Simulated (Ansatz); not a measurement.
Ansatz (a program for electronic structure) input:

Ansatz 0.2 input:
```yaml
crystal:
  periodic: [false, false, false]
  atoms:
    - {symbol: C, position_ang: [2.14659869, 0.21519083, 0.97926990]}
    - {symbol: C, position_ang: [0.90239964, 0.61882214, 0.19424405]}
    - {symbol: C, position_ang: [-0.05203140, -0.55684944, -0.04045634]}
    - {symbol: C, position_ang: [-1.25650228, -0.16885430, -0.85553161]}
    - {symbol: C, position_ang: [-2.49992596, -0.21937369, -0.46588767]}
    - {symbol: H, position_ang: [2.80994526, 1.06720388, 1.13780977]}
    - {symbol: H, position_ang: [1.87941645, -0.18602130, 1.95970553]}
    - {symbol: H, position_ang: [2.71319721, -0.55507597, 0.45045458]}
    - {symbol: H, position_ang: [0.36542525, 1.40924018, 0.72566272]}
    - {symbol: H, position_ang: [1.19589469, 1.04278263, -0.77127991]}
    - {symbol: H, position_ang: [-0.37761605, -0.96927244, 0.91670360]}
    - {symbol: H, position_ang: [0.48851609, -1.35324076, -0.56466928]}
    - {symbol: H, position_ang: [-1.04046280, 0.20599099, -1.86300438]}
    - {symbol: H, position_ang: [-3.47754820, 0.00477947, -0.86121263]}
basis:
  gaussian:
    orbitals: cc-pVTZ
hamiltonian:
  xc: pbe
magnetization: {spin_polarized: true, initial_magnetization: 1}
correlation: {method: rpa, electrons: outside_noble_gas}
```

**Question.** Which total energy does the run end on?

**Answer.** -195.91387 Eh (RPA@PBE/cc-pVTZ). The basis has 276 functions.

It need not be the lowest isomer of its formula.
